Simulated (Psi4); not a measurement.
AgCl, charge -1, doublet, at a GFN2-xTB geometry (such geometries of metal compounds can be far from the true shape) (the multiplicity is a formal guess) (core potentials on Ag) (a gas-phase anion, which may not be bound at this level). Base run: PBE/def2-SVP (Psi4).

Psi4 was given this input:
```
memory 2 GB

molecule mol {
-1 2
  Ag   -0.000000   -0.000000   -0.720107
  Cl    0.000000    0.000000    1.990884
}

set basis def2-svp
set reference uks

energy('pbe')
print_variables()
```

The base run was repeated with changes; each row names its change, and settings that it needs were set with it.

| change | ΔE vs base (µEh) | SCF cycles | grid points | basis functions |
|---|---|---|---|---|
| base | 0.0 | 10 | 42761 | 49 |
| scf_type = cd | -126 | 10 | 42761 | 49 |
| scf_type = disk_df | 0.0 | 10 | 42761 | 49 |
| dft_radial_points = 150 | 1.9 | 10 | 84905 | 49 |
| damping_percentage = 50 | 7.7 | 79 | 42761 | 49 |
| scf_initial_accelerator = ediis | 0.0 | 10 | 42761 | 49 |
| dft_spherical_points = 194 | 36.8 | 10 | 27571 | 49 |
| dft_radial_scheme = becke | 2.6 | 10 | 37188 | 49 |
| guess = huckel | 0.0 | 11 | 42761 | 49 |
| level_shift = 0.3 | 0.0 | 10 | 42761 | 49 |
| puream = true | 0.0 | 10 | 42761 | 49 |
| cholesky_tolerance = 1e-6 (with scf_type cd) | 52.3 | 10 | 42761 | 49 |
| soscf = true | 0.0 | 7 | 42761 | 49 |

Open shells are given as the SCF converged; they aren't shown to be the lowest states, and a large step between rows can be another state.

A gas-phase anion may not be bound at this level; its values then depend on the basis.
